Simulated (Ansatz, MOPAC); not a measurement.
System: Si2H3Cl2, net charge 0, doublet state. SMILES: [SiH3][Si](Cl)Cl

Atoms: Si1, Si2, Cl3, Cl4, H5, H6, H7. Bonds: Si1-Si2, Si1-H5, Si1-H6, Si1-H7, Si2-Cl3, Si2-Cl4.

Bond lengths (Å) and angles (degrees) optimised at AM1 with MOPAC; PM3 with MOPAC; PM7 with MOPAC; B3LYP/LANL2DZ with Ansatz (a first-principles code); B3LYP/6-31G* with Ansatz; MP2/6-31G* with Ansatz, each started from the B3LYP-D3(BJ)/def2-TZVP structure (Ansatz) of the last column. A row stands for all coordinates that are equal there; 9 of 10 kinds are shown. 6-31G* holds six Cartesian d functions. No wavenumbers were computed at B3LYP/LANL2DZ, MP2/6-31G*, so these may be saddle points.

```
coordinate     AM1    PM3    PM7  B3LYP/LANL2DZ  B3LYP/6-31G*  MP2/6-31G*  B3LYP-D3(BJ)/def2-TZVP
-----------  -----  -----  -----  -------------  ------------  ----------  ----------------------
Si1-Si2      2.412  2.402  2.132          2.381         2.374       2.347                   2.362
Si1-H5       1.467  1.486  1.467          1.481         1.487       1.485                   1.482
Si1-H6       1.466  1.486  1.467          1.479         1.485       1.484                   1.480
Si2-Cl3      2.004  2.021  1.976          2.202         2.095       2.066                   2.077
Si1-Si2-Cl3  118.3  116.4  120.5          108.4         109.2       109.9                   108.7
Cl3-Si2-Cl4  114.9  106.5  119.0          108.1         108.5       109.0                   108.4
Si2-Si1-H5   110.4  111.5  111.4          109.1         110.8       109.9                   110.2
Si2-Si1-H6   108.4  108.0  111.5          107.1         107.8       108.0                   107.8
H5-Si1-H6    109.8  109.7  107.5          111.2         110.2       110.3                   110.3
```

Mean signed difference of all 6 bond lengths from B3LYP-D3(BJ)/def2-TZVP: AM1 -0.023 Å, PM3 -0.009 Å, PM7 -0.078 Å, B3LYP/LANL2DZ 0.045 Å, B3LYP/6-31G* 0.011 Å, MP2/6-31G* -0.004 Å.
